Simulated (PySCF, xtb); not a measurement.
CH6N, SMILES C[NH3+], charge +1. Atoms are numbered in the order given.

```xyz
8

C      0.0000     0.0000    -0.7924
N      0.0000     0.0000     0.7045
H      0.0000    -1.0314    -1.1371
H      0.8932     0.5157    -1.1371
H     -0.8932     0.5157    -1.1371
H     -0.8243    -0.4759     1.0781
H      0.0000     0.9519     1.0781
H      0.8243    -0.4759     1.0781
```
Charge +1, spin multiplicity 1.

Geometry optimised at PBE0-D3(BJ)/def2-TZVP.

Method: PySCF with C-PCM-ωB97X/def2-SVP.

The values are the electrostatic part of the solvation free energy, E(continuum) − E(gas) at the gas-phase geometry, in a cavity of scaled van der Waals radii (PySCF's table); cavitation and dispersion terms are not included. In vacuum the orbital gap is 17.33 eV.

```csv
solvent,ε,ΔG(elec) (kcal/mol),gap (eV)
water,78.36,…,…
diethylether,4.24,-56.7,17.65
acetonitrile,35.69,-72.3,17.74
```

Q: Complete the blanks. (An estimate is asked for; the answer gives what the named calculation found.)

A: 
- water, ΔG(elec) (kcal/mol): -73.4
- water, gap (eV): 17.75

For comparison, GFN2-xTB/ALPB(water) (xtb, at the GFN2-xTB geometry, all terms of that model) gives -74.4 kcal/mol.
